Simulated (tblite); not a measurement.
Record of a relaxation.

Compound: C7H13BNSi (charge -1).
Bonds: C1–N2, N2–Si3, Si3–C4, C4–B5, B5–C6 (aromatic), C6–C7 (aromatic), C7–C8 (aromatic), C8–C9 (aromatic), C9–C10 (aromatic), B5–C10 (aromatic). Hydrogens: H11, H12, H13 on C1; H14 on N2; H15, H16 on Si3; H17, H18 on C4; H19 on C6; H20 on C7; H21 on C8; H22 on C9; H23 on C10.
Bond orders are those of one Lewis drawing.

Computed with GFN2-xTB (tblite), gas phase: L-BFGS steps from a force-field or distance-geometry start until the largest atomic force falls under 0.01 eV/Å. 8 of its 214 geometries are shown.

Step 0: E = -752.0520 eV, largest atomic force 1.697 eV/Å
```
atom  x, y, z in Å  |  force x, y, z in eV/Å
C1     -3.986   -0.345    0.422    0.532   0.302   0.321
N2     -3.203    0.796   -0.078    0.880  -1.000  -0.137
Si3    -1.637    0.657    0.848   -0.547   0.989  -0.559
C4     -0.211    1.198   -0.196   -0.708   0.337  -0.216
B5      0.993    0.199    0.092    1.156   0.201  -1.226
C6      2.246    0.758    0.661    0.050   0.142   0.502
C7      3.482    0.190    0.410   -0.561   0.472   0.659
C8      3.610   -0.927   -0.380   -0.371  -0.320  -0.283
C9      2.494   -1.514   -0.957   -1.035   0.160   0.265
C10     1.213   -1.008   -0.761    0.595   0.031   0.407
H11    -4.840   -0.589   -0.225    0.147   0.144   0.340
H12    -3.284   -1.216    0.509   -1.240   0.137  -0.065
H13    -4.301   -0.055    1.467    0.048  -0.452  -1.146
H14    -3.006    0.687   -1.109   -0.386   0.057   1.411
H15    -1.785    1.493    2.068   -0.219  -0.263  -0.102
H16    -1.463   -0.752    1.205   -0.029  -0.154   0.286
H17    -0.457    1.206   -1.274    0.069  -0.009   0.407
H18     0.054    2.221    0.069    0.074   0.046  -0.068
H19     2.125    1.643    1.294    0.728   0.129   0.064
H20     4.386    0.593    0.838    0.378   0.322   0.218
H21     4.582   -1.347   -0.553    0.461  -0.191  -0.152
H22     2.619   -2.385   -1.578    0.201  -0.431  -0.311
H23     0.360   -1.474   -1.216   -0.226  -0.649  -0.614
```

Step 30: E = -752.9569 eV, largest atomic force 0.122 eV/Å
```
atom  x, y, z in Å  |  force x, y, z in eV/Å
C1     -4.152   -0.391    0.415    0.032   0.044   0.064
N2     -3.082    0.484    0.026    0.104   0.023  -0.060
Si3    -1.589    0.593    0.935    0.067   0.035   0.017
C4     -0.242    1.269   -0.194   -0.017  -0.009   0.023
B5      1.158    0.428   -0.191    0.019  -0.010  -0.026
C6      2.398    0.902    0.513   -0.038   0.010  -0.013
C7      3.563    0.163    0.432   -0.009   0.027   0.003
C8      3.639   -1.021   -0.289   -0.028  -0.030   0.058
C9      2.528   -1.515   -0.962   -0.012   0.000  -0.021
C10     1.313   -0.859   -0.951    0.008   0.040   0.011
H11    -5.024   -0.240   -0.223   -0.069   0.015  -0.051
H12    -3.882   -1.454    0.382    0.012  -0.084  -0.038
H13    -4.438   -0.160    1.439    0.020   0.042   0.108
H14    -2.943    0.451   -0.974    0.016  -0.060  -0.036
H15    -1.963    1.506    2.053   -0.010  -0.093  -0.021
H16    -1.294   -0.712    1.577   -0.046   0.070  -0.045
H17    -0.621    1.314   -1.222   -0.010   0.018   0.060
H18    -0.045    2.303    0.103    0.012  -0.017  -0.025
H19     2.470    1.825    1.101   -0.096  -0.029  -0.019
H20     4.467    0.506    0.941    0.049   0.006   0.020
H21     4.573   -1.579   -0.316    0.039   0.007  -0.017
H22     2.651   -2.452   -1.512   -0.021  -0.039  -0.030
H23     0.512   -1.335   -1.529   -0.022   0.031   0.038
```

Step 61: E = -752.9926 eV, largest atomic force 0.020 eV/Å
```
atom  x, y, z in Å  |  force x, y, z in eV/Å
C1     -4.138   -0.349    0.438   -0.012   0.001   0.003
N2     -2.985    0.339   -0.069   -0.004   0.004  -0.002
Si3    -1.547    0.546    0.897   -0.002  -0.006   0.000
C4     -0.234    1.317   -0.199   -0.002   0.006  -0.002
B5      1.151    0.463   -0.227    0.010   0.007  -0.011
C6      2.378    0.919    0.505    0.000  -0.009   0.008
C7      3.534    0.166    0.452    0.007   0.005  -0.014
C8      3.604   -1.022   -0.266   -0.002  -0.004   0.009
C9      2.501   -1.503   -0.962    0.011   0.009  -0.014
C10     1.296   -0.828   -0.979    0.005   0.000   0.009
H11    -5.039   -0.054   -0.113   -0.011  -0.007  -0.011
H12    -4.053   -1.444    0.385    0.003  -0.002   0.016
H13    -4.269   -0.075    1.484   -0.004   0.003   0.002
H14    -2.824    0.111   -1.039    0.011  -0.013   0.000
H15    -2.052    1.400    2.005   -0.001   0.001   0.004
H16    -1.171   -0.724    1.557   -0.011   0.004  -0.002
H17    -0.633    1.431   -1.212    0.009  -0.010  -0.009
H18    -0.031    2.328    0.160    0.005   0.007   0.006
H19     2.424    1.839    1.100    0.009  -0.011   0.000
H20     4.437    0.492    0.979   -0.009   0.005   0.008
H21     4.536   -1.585   -0.280   -0.004  -0.004  -0.004
H22     2.618   -2.447   -1.504   -0.011   0.003  -0.002
H23     0.491   -1.294   -1.558    0.004   0.011   0.006
```

Step 91: E = -752.9972 eV, largest atomic force 0.046 eV/Å
```
atom  x, y, z in Å  |  force x, y, z in eV/Å
C1     -4.147   -0.337    0.451    0.014   0.004   0.005
N2     -2.979    0.291   -0.100    0.000  -0.019  -0.012
Si3    -1.557    0.543    0.882   -0.027   0.033   0.016
C4     -0.227    1.323   -0.187   -0.023   0.003   0.009
B5      1.163    0.478   -0.210    0.004  -0.019  -0.008
C6      2.391    0.905    0.538    0.002  -0.008  -0.004
C7      3.543    0.146    0.463   -0.003  -0.009   0.005
C8      3.606   -1.024   -0.287    0.004   0.002   0.001
C9      2.501   -1.477   -0.999    0.012  -0.006   0.003
C10     1.302   -0.792   -0.996    0.011  -0.017  -0.006
H11    -5.022   -0.162   -0.185    0.012   0.004  -0.005
H12    -4.040   -1.424    0.590    0.005   0.013  -0.009
H13    -4.338    0.103    1.430   -0.006  -0.011  -0.015
H14    -2.796   -0.036   -1.038   -0.001  -0.008   0.037
H15    -2.109    1.407    1.962    0.021   0.003  -0.009
H16    -1.181   -0.707    1.580    0.007   0.000  -0.003
H17    -0.604    1.433   -1.208   -0.017   0.011   0.000
H18    -0.040    2.337    0.178    0.011   0.003   0.005
H19     2.446    1.806    1.160    0.000  -0.006  -0.004
H20     4.446    0.449    1.002   -0.019   0.007  -0.001
H21     4.534   -1.594   -0.315   -0.010   0.007  -0.005
H22     2.609   -2.406   -1.567    0.004   0.008   0.003
H23     0.493   -1.235   -1.587    0.000   0.007  -0.001
```

Step 122: E = -753.0035 eV, largest atomic force 0.077 eV/Å
```
atom  x, y, z in Å  |  force x, y, z in eV/Å
C1     -4.123   -0.353    0.439    0.035   0.000  -0.020
N2     -2.906    0.193   -0.089   -0.007   0.030  -0.003
Si3    -1.560    0.609    0.938    0.012  -0.043  -0.014
C4     -0.230    1.336   -0.168   -0.003   0.004   0.013
B5      1.144    0.467   -0.221   -0.007  -0.043   0.008
C6      2.357    0.852    0.572   -0.016   0.001  -0.004
C7      3.511    0.098    0.482   -0.005   0.030   0.001
C8      3.591   -1.029   -0.328    0.012   0.004   0.031
C9      2.496   -1.450   -1.076    0.032   0.006   0.006
C10     1.295   -0.768   -1.059    0.019  -0.017  -0.019
H11    -4.924   -0.285   -0.302   -0.060   0.005  -0.019
H12    -4.038   -1.403    0.750    0.016  -0.074   0.012
H13    -4.409    0.226    1.315    0.001   0.033   0.022
H14    -2.646   -0.258   -0.954    0.006  -0.008   0.010
H15    -2.180    1.563    1.893   -0.049   0.038   0.022
H16    -1.179   -0.540    1.796    0.025   0.030  -0.030
H17    -0.638    1.462   -1.176    0.006  -0.005   0.010
H18    -0.004    2.341    0.197    0.017   0.016  -0.006
H19     2.395    1.721    1.238    0.016  -0.011  -0.001
H20     4.401    0.378    1.055    0.003  -0.015  -0.012
H21     4.523   -1.591   -0.373   -0.008  -0.015  -0.003
H22     2.618   -2.350   -1.687   -0.008   0.007  -0.003
H23     0.502   -1.190   -1.686   -0.037   0.026  -0.002
```

Step 152: E = -753.0331 eV, largest atomic force 0.092 eV/Å
```
atom  x, y, z in Å  |  force x, y, z in eV/Å
C1     -3.923   -0.584    0.474   -0.009  -0.010   0.026
N2     -2.672   -0.092   -0.026    0.054   0.019   0.032
Si3    -1.667    0.970    0.915   -0.045  -0.019  -0.035
C4     -0.182    1.482   -0.109   -0.034   0.043   0.000
B5      1.086    0.461   -0.178   -0.014   0.019   0.014
C6      2.269    0.629    0.729    0.006   0.043  -0.005
C7      3.399   -0.145    0.559   -0.026   0.005   0.004
C8      3.476   -1.111   -0.438   -0.030  -0.018  -0.006
C9      2.398   -1.345   -1.285    0.002  -0.017  -0.009
C10     1.220   -0.627   -1.202    0.026   0.024  -0.014
H11    -4.572   -0.892   -0.354   -0.018   0.010   0.022
H12    -3.826   -1.443    1.159    0.032   0.051  -0.022
H13    -4.411    0.224    1.022    0.005  -0.077  -0.051
H14    -2.181   -0.793   -0.563    0.017   0.054   0.026
H15    -2.627    2.076    1.220    0.016  -0.023  -0.009
H16    -1.365    0.409    2.255    0.038  -0.002  -0.013
H17    -0.535    1.701   -1.124    0.027  -0.005   0.046
H18     0.170    2.436    0.301   -0.043  -0.043  -0.029
H19     2.311    1.371    1.532   -0.001   0.029   0.038
H20     4.272   -0.008    1.205   -0.016  -0.005  -0.012
H21     4.396   -1.681   -0.558   -0.037  -0.047  -0.010
H22     2.512   -2.124   -2.044    0.023  -0.042  -0.028
H23     0.445   -0.888   -1.933    0.027   0.011   0.035
```

Step 183: E = -753.0983 eV, largest atomic force 0.122 eV/Å
```
atom  x, y, z in Å  |  force x, y, z in eV/Å
C1     -3.176   -1.024    0.593   -0.052   0.045  -0.041
N2     -2.230   -0.140   -0.020    0.032  -0.002  -0.112
Si3    -1.760    1.362    0.688    0.077  -0.055  -0.060
C4     -0.154    1.881   -0.129    0.072  -0.071   0.020
B5      0.944    0.676   -0.201    0.058  -0.041   0.035
C6      2.046    0.540    0.811    0.046   0.066   0.006
C7      3.008   -0.443    0.675   -0.112  -0.012   0.048
C8      2.974   -1.357   -0.373    0.001   0.041   0.011
C9      1.963   -1.311   -1.326   -0.057  -0.010   0.024
C10     0.956   -0.363   -1.286    0.019   0.061  -0.035
H11    -3.563   -1.738   -0.142   -0.012  -0.026   0.039
H12    -2.756   -1.589    1.437   -0.001  -0.062   0.021
H13    -4.009   -0.431    0.972   -0.004  -0.021  -0.002
H14    -1.473   -0.640   -0.472    0.002   0.044   0.100
H15    -2.938    2.248    0.458   -0.015   0.001   0.031
H16    -1.651    1.285    2.167   -0.019   0.011   0.008
H17    -0.356    2.253   -1.136   -0.085   0.004  -0.031
H18     0.240    2.733    0.429    0.045   0.043   0.001
H19     2.151    1.212    1.670    0.052  -0.039  -0.003
H20     3.820   -0.541    1.405   -0.035   0.044  -0.035
H21     3.755   -2.112   -0.450   -0.029  -0.012  -0.009
H22     1.986   -2.065   -2.120   -0.017   0.019  -0.015
H23     0.217   -0.408   -2.094    0.035  -0.027   0.000
```

Step 213: E = -753.1191 eV, largest atomic force 0.008 eV/Å
```
atom  x, y, z in Å  |  force x, y, z in eV/Å
C1     -3.041   -1.080    0.567    0.003  -0.004   0.003
N2     -2.085   -0.170    0.008    0.005  -0.002  -0.002
Si3    -1.697    1.357    0.711    0.002   0.000   0.000
C4     -0.154    1.961   -0.173   -0.002   0.001  -0.002
B5      0.947    0.767   -0.245    0.005   0.001  -0.001
C6      2.016    0.587    0.793   -0.004  -0.001   0.003
C7      2.892   -0.476    0.706    0.000  -0.002  -0.001
C8      2.815   -1.411   -0.321    0.006   0.000  -0.003
C9      1.849   -1.304   -1.315    0.000   0.002   0.004
C10     0.925   -0.276   -1.326    0.001   0.004   0.000
H11    -3.366   -1.808   -0.184   -0.004   0.003  -0.002
H12    -2.657   -1.641    1.433   -0.001   0.007   0.001
H13    -3.913   -0.514    0.898   -0.001  -0.002   0.002
H14    -1.271   -0.645   -0.368   -0.001   0.003   0.006
H15    -2.938    2.163    0.522    0.000  -0.001  -0.001
H16    -1.541    1.310    2.188   -0.003   0.002  -0.004
H17    -0.432    2.298   -1.177    0.000  -0.001   0.002
H18     0.230    2.844    0.347   -0.004  -0.007  -0.002
H19     2.160    1.263    1.643    0.000  -0.004  -0.002
H20     3.676   -0.613    1.458   -0.005  -0.001  -0.004
H21     3.524   -2.238   -0.348    0.000  -0.003  -0.001
H22     1.839   -2.068   -2.098    0.002   0.006   0.004
H23     0.217   -0.277   -2.162    0.000   0.000   0.000
```

Problem. Summarise the path.

Solution. The energy falls by 24.61 kcal/mol from step 0 to step 213; nine tenths of that is first reached at step 138. It rises by more than 0.2 meV at steps 148 and 175. The largest force goes from 1.697 to 0.008 eV/Å. Among the bonds N2–Si3 changes most, from 1.825 to 1.726 Å; the atoms move by 1.295 Å rms after alignment.

Problem. Follow the three bonds and two angles with the largest change from start to end.

Solution. 
| step | E above end (kcal/mol) | largest force (eV/Å) | N2–Si3 (Å) | N2–H14 (Å) | C1–H13 (Å) | C1–N2–Si3 (°) | B5–C6–H19 (°) |
| --- | --- | --- | --- | --- | --- | --- | --- |
| 0 | 24.61 | 1.697 | 1.825 | 1.055 | 1.129 | 103.0 | 115.7 |
| 9 | 8.83 | 0.407 | 1.765 | 1.012 | 1.096 | 113.3 | 126.3 |
| 19 | 5.12 | 0.255 | 1.757 | 1.009 | 1.091 | 119.9 | 122.9 |
| 28 | 3.91 | 0.168 | 1.754 | 1.010 | 1.090 | 121.0 | 125.2 |
| 37 | 3.46 | 0.091 | 1.750 | 1.010 | 1.091 | 121.5 | 123.5 |
| 46 | 3.13 | 0.057 | 1.748 | 1.011 | 1.090 | 120.5 | 124.0 |
| 56 | 2.95 | 0.047 | 1.745 | 1.010 | 1.089 | 121.3 | 123.7 |
| 65 | 2.91 | 0.018 | 1.745 | 1.010 | 1.089 | 121.7 | 123.8 |
| 74 | 2.88 | 0.036 | 1.746 | 1.010 | 1.089 | 121.4 | 123.9 |
| 83 | 2.84 | 0.035 | 1.746 | 1.010 | 1.089 | 121.0 | 124.1 |
| 93 | 2.81 | 0.027 | 1.746 | 1.009 | 1.089 | 120.7 | 123.9 |
| 102 | 2.75 | 0.021 | 1.746 | 1.010 | 1.089 | 121.0 | 123.7 |
| 111 | 2.74 | 0.026 | 1.746 | 1.010 | 1.089 | 121.2 | 123.6 |
| 120 | 2.68 | 0.041 | 1.744 | 1.011 | 1.090 | 121.7 | 123.7 |
| 130 | 2.52 | 0.050 | 1.741 | 1.010 | 1.089 | 122.8 | 123.5 |
| 139 | 2.44 | 0.045 | 1.739 | 1.010 | 1.090 | 123.3 | 123.8 |
| 148 | 2.30 | 0.376 | 1.748 | 1.018 | 1.093 | 121.8 | 123.2 |
| 157 | 1.84 | 0.109 | 1.736 | 1.009 | 1.090 | 121.3 | 123.7 |
| 167 | 1.58 | 0.105 | 1.736 | 1.010 | 1.091 | 120.4 | 123.4 |
| 176 | 0.96 | 0.104 | 1.733 | 1.011 | 1.092 | 121.0 | 124.2 |
| 185 | 0.33 | 0.138 | 1.726 | 1.016 | 1.091 | 123.2 | 123.2 |
| 194 | 0.05 | 0.056 | 1.728 | 1.015 | 1.091 | 123.2 | 123.9 |
| 204 | 0.01 | 0.019 | 1.726 | 1.015 | 1.091 | 123.3 | 123.7 |
| 213 | 0.00 | 0.008 | 1.726 | 1.015 | 1.091 | 123.6 | 123.8 |

The cost below is that of the whole relaxation. On one thread of an Arm Neoverse V2, shared host, this took 1.8 s of wall time.
